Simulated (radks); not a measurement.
Question: Cr2+, configuration [Ar] 3d3 7p1 (not the ground configuration). Calculated with a radial shooting solver on a logarithmic mesh with Libxc functionals: scalar-relativistic Kohn-Sham, LDA (Slater exchange, Perdew-Wang correlation), spin-polarised, spherical densities, point nucleus; open shells are filled with parallel spins first. Some entries of the table are withheld. Estimate them.

orbital,occ.,eigenvalue (hartree),<r> (bohr)
1s up,1,-216.9544,0.06367
1s down,1,-216.9542,0.06367
2s up,1,-25.86988,0.2941
2s down,1,-25.81607,0.2937
2p up,3,-21.99594,0.2605
2p down,3,-21.95411,0.2600
3s up,1,(1),(2)
3s down,1,(3),(4)
3p up,3,-3.03522,0.9375
3p down,3,-2.91542,0.9423
3d up,3,-1.40507,(5)
3d down,0,-1.29173,(6)
7p up,1,-0.13451,14.76
7p down,0,-0.12638,14.99

Answer: 
(1) 3s up eigenvalue (hartree): -4.08796
(2) 3s up <r> (bohr): 0.8888
(3) 3s down eigenvalue (hartree): -3.96531
(4) 3s down <r> (bohr): 0.8915
(5) 3d up <r> (bohr): 1.097
(6) 3d down <r> (bohr): 1.122
